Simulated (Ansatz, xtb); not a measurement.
The molecule PS, multiplicity 2 (the spin of the measured ground state). The T1 diagnostic near the minimum is 0.065, so single-reference values are doubtful.

Constants: fifth-degree fit in 1/R to seven points, most abundant isotopes. Runs in def2 and cc sets follow the lowest solution found near the PBE0 minimum.

Codes used: Ansatz (a first-principles code) with Gaussian orbitals; xtb for the GFN methods. Values without a source in brackets are computed. The GFN methods have no spin term and hold the electronic entropy of 300 K.

| level | r_e (Å) | ω_e (cm⁻¹) | α_e (cm⁻¹) | ω_e x_e (cm⁻¹) | D_e (eV) | dipole (D) |
|---|---|---|---|---|---|---|
| GFN1-xTB | 1.898 | 840 | 0.0016 | 2.9 | - | - |
| GFN2-xTB | 1.915 | 785 | 0.0019 | 3.6 | - | - |
| SVWN5/def2-TZVPP | 1.900 | 745 | 0.0015 | 2.5 | 5.77 | 0.52 |
| PBE/def2-TZVPP | 1.915 | 729 | 0.0015 | 2.6 | 4.89 | 0.56 |
| r2SCAN/def2-TZVPP | 1.900 | 757 | 0.0014 | 2.6 | 4.58 | 0.59 |
| B97M-V/def2-TZVPP | 1.892 | 770 | 0.0014 | 2.6 | 4.78 | 0.62 |
| B3LYP/def2-TZVPP | 1.903 | 748 | 0.0014 | 2.6 | 4.53 | 0.69 |
| PBE0/def2-TZVPP | 1.892 | 775 | 0.0014 | 2.5 | 4.50 | 0.66 |
| CAM-B3LYP/def2-TZVPP | 1.884 | 787 | 0.0014 | 2.5 | 4.39 | 0.74 |
| wB97X-V/def2-TZVPP | 1.880 | 809 | 0.0013 | 2.3 | 4.64 | 0.73 |
| wB97M-V/def2-TZVPP | 1.884 | 793 | 0.0013 | 2.4 | 4.66 | 0.74 |

D_e counts from each atom's lowest state at the same level, without counterpoise or zero-point energy.

Measured for the ground state: r_e 1.9 Å [NIST CCCBDB]. ω_e 739.1 cm-1, ω_e x_e 2.96 cm-1 [Huber and Herzberg (1979), NIST Chemistry WebBook]. D_0 4.542 ± 0.1 eV (a handbook's tabulated 298 K bond energy less 3RT/2; such tables hold older values) [Luo, bond dissociation energies, CRC Handbook].
